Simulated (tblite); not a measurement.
Question: Give a GFN2-xTB geometry of `C=C[C@@]1(CO)[SiH2][C@H]1C`.

Answer: 
Z-matrix in Å and degrees, rows numbered from 1:
```
C 
C   1  1.3287
C   2  1.4633  1  127.26
C   3  1.5156  2  116.10  1    -7.89
O   4  1.4122  3  112.62  2    79.72
Si  3  1.9224  2  117.61  1   133.73
C   3  1.5470  2  118.32  1  -151.67
C   7  1.5122  3  119.60  6   116.98
H   1  1.0772  2  123.67  3     2.88
H   1  1.0765  2  120.99  3  -178.38
H   2  1.0820  1  117.94  3   177.65
H   4  1.1008  3  110.37  2   -44.16
H   4  1.0924  3  110.43  2  -163.43
H   5  0.9636  4  107.85  3   -56.56
H   6  1.4468  3  118.44  7   106.21
H   6  1.4522  3  115.46  7  -103.67
H   7  1.0867  3  111.49  6  -111.53
H   8  1.0906  7  110.49  3    61.02
H   8  1.0871  7  112.01  3   -59.78
H   8  1.0887  7  109.76  3  -179.62
```

The 5 C–C bonds span 1.329 Å (C1=C2, drawn double) to 1.547 Å (C3–C7, drawn single), a spread of 0.218 Å. The C–Si distances run from 1.884 Å (Si6–C7, drawn single) to 1.922 Å (C3–Si6, drawn single), a spread of 0.038 Å. The 3-membered ring C3–Si6–C7 has internal angles of 48.0° to 67.3°. Si6 (SiH2 silicon) has angles from 48.0° to 120.1°.

Structure optimised with GFN2-xTB, isolated species.

Point group: C1 (no symmetry element, even within 0.4 Å). Its GFN2-xTB frequencies are all real (lowest 61 cm⁻¹). One conformer, not necessarily the lowest (C1–C2–C3–C4 -8°, C2–C3–C4–O5 80°, C3–C4–O5–H -57°).

The run took 1.4 s wall on Arm Neoverse V1, one thread, no GPU, shared host. These figures are those of the optimisation.

These are computed values.
